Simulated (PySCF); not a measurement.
CH₄ClFOSi, SMILES OC[Si@@H](F)Cl.

Geometry: PBE-D3(BJ)/def2-SVP. The structure was generated by enumeration; whether it is a known compound was not checked. One conformer was computed; it need not be the lowest.

Level of theory: PySCF 2.14.0 with PBE-D3(BJ)/def2-SVP.

Frequencies are harmonic and unscaled.

```tsv
mode	ν (cm⁻¹)	IR (km/mol)	moving atoms (share of kinetic energy)
1	73	2.5	O 41 %, Cl 20 %, H 19 %
2	122	10.2	O 30 %, F 19 %, H 17 %, C 15 %, Cl 12 %
3	205	3.5	H 31 %, Si 26 %, C 17 %, F 15 %, Cl 11 %
4	230	20.8	F 46 %, Cl 22 %, Si 12 %, H 11 %
5	308	39.4	O 34 %, H 20 %, F 18 %, Si 14 %, C 13 %
6	335	111.4	H 67 %, F 10 %, Si 8 %
7	531	50.9	Cl 41 %, Si 39 %, H 9 %, C 9 %
8	666	7.0	H 73 %, C 20 %
9	715	63.3	C 36 %, Si 35 %, H 25 %
10	794	9.9	H 78 %, F 17 %
11	848	154.2	H 74 %, C 13 %, Si 12 %
12	889	183.2	Si 45 %, F 40 %, H 14 %
13	1035	78.5	O 47 %, C 41 %, H 12 %
14	1115	31.6	H 93 %
15	1242	0.6	H 74 %, C 24 %
16	1334	25.5	H 83 %, C 10 %
17	1390	5.4	H 94 %
18	2190	117.2	H 97 %
19	2908	34.6	H 94 %
20	3026	5.0	H 91 %, C 9 %
21	3699	28.5	H 94 %
```
